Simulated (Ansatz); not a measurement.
Consider the substitution at a C–O bond: `C[O][InH][Cl]` + `CNN` → `CN(C)N` + `[OH][InH][Cl]`.

Calculated with Ansatz (gas phase, PBE0-D4/def2-TZVP geometries, no zero-point term in ΔE). CCSD(T)/CBS is the MP2 limit (def2-TZVPP, def2-QZVPP) plus CCSD(T) − MP2 in def2-TZVPP, frozen cores. This one scheme is used for every species. DFT in def2-TZVPP. B3LYP here is the variant with VWN-RPA as its local correlation; programs differ in this. def2 core potentials past Kr. For In outer-core shells are correlated without core-valence functions, which leaves a few kJ/mol of doubt a bond. Each species was taken in one conformer, which may not be the lowest.

Task: Is it downhill or uphill in electronic energy at CCSD(T)/CBS, and by how much? (Best estimate.)

Result: Ansatz gave: Downhill: ΔE = -51.1 kJ/mol.

Task: What do these levels give: r2SCAN-D4, ωB97M-V, B3LYP, HF/def2-TZVPP, CCSD(T)/def2-TZVPP, HF/def2-QZVPP? (Estimate.)

Result: Computed: r2SCAN-D4 -50.6, ωB97M-V -50.0, B3LYP -43.0, HF/def2-TZVPP -39.2, CCSD(T)/def2-TZVPP -51.2, HF/def2-QZVPP -38.7 kJ/mol.

Largest T1 diagnostic among the species: 0.016.

In def2-TZVPP, CCSD(T) changes the Hartree–Fock value by −12.1 kJ/mol (the triples alone add −1.6 kJ/mol) and MP2 by −17.5 kJ/mol.
